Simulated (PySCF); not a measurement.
## Radial density of Sn⁺ (tin, charge +1)

UHF, [Kr] 4d10 5s2 5p1, 2P determinant. Computed with PySCF 2.14 in cc-pVDZ-PP with ECP28MDF, with a scalar-relativistic core potential. This is the valence pseudo-density: the core potential removes the inner electrons and smooths the orbitals near the nucleus.

```
r (bohr)  4πr²ρ (e/bohr)  4πr²(ρα − ρβ)
 0.00821       2.287e-05         0.0000
  0.0138       6.110e-05         0.0000
  0.0232       0.0001483         0.0000
  0.0391       0.0002935         0.0000
  0.0657       0.0005934         0.0000
   0.111        0.003984         0.0000
   0.186         0.05258         0.0001
   0.313          0.9357         0.0030
   0.526           11.37         0.0414
   0.885           21.98         0.0109
    1.49           6.432         0.1218
    2.50           1.614         0.4356
    4.21          0.2437         0.1360
    7.08        0.006979         0.0060
```

Energies and moments cover only the electrons outside the core potential.
